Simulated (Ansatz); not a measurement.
Cost and result up the ladder for the cluster CdBr₂ (the lowest singlet isomer of a short search) (3 atoms). The state is a singlet with charge 0. Geometry: B3LYP-D4/def2-TZVP.

```xyz
3

Cd   -0.0008   -0.0005   -0.0011
Br    2.0080   -0.1290   -1.3530
Br   -2.0072    0.1295    1.3542
```

Ansatz on 4 threads of Arm Neoverse V2 on a shared host. Times are rough, and most runs start from the orbitals of an earlier one. ωB97M-V/def2-TZVP serves as the yardstick here, not as an exact answer. Differences are given only for rows in sets of like size (and for xTB, whose basis is part of the method), since another set adds its own error. Binding counts from free atoms at the same level (Cd singlet, Br doublet; other spins of the atoms weren't run), without zero-point energy or a counterpoise term.

In the def2 sets Cd takes a core potential; there is no spin–orbit coupling. Correlated methods freeze 18 core orbitals; core or outer-core shells of Cd, Br are correlated, in sets that lack core-valence functions. The structure comes from a short search, and lower isomers may exist.

Correlated methods converge slowly with the basis.

```tsv
level	functions	wall time	binding energy per atom (eV)	difference from ωB97M-V/def2-TZVP (eV)
PBE-D4/def2-SVP	95	0.65 s	1.74	–
PBE-D4/def2-TZVP	136	0.9 s	1.72	-0.01
revPBE-D4/def2-TZVP	136	0.95 s	1.63	-0.10
MP2/def2-TZVP	136	1.1 s	1.78	0.05
PBE-D4/def2-TZVPD	154	1.3 s	1.72	-0.01
PBE0-D4/def2-TZVP	136	1.6 s	1.74	0.01
r2SCAN-D4/def2-TZVP	136	1.8 s	1.79	0.06
PBE0-D4/def2-TZVPD	154	1.9 s	1.75	0.02
RPA@PBE/def2-TZVP	136	1.9 s	1.44	-0.29
CAM-B3LYP-D4/def2-TZVP (with forces)	136	2.2 s	1.65	-0.08
r2SCAN-D4/def2-TZVPD	154	2.8 s	1.79	0.06
B97M-V/def2-TZVP	136	4.2 s	1.67	-0.06
ωB97M-V/def2-TZVP	136	4.4 s	1.73	0.00
ωB97X-V/def2-TZVP	136	4.5 s	1.78	0.05
```
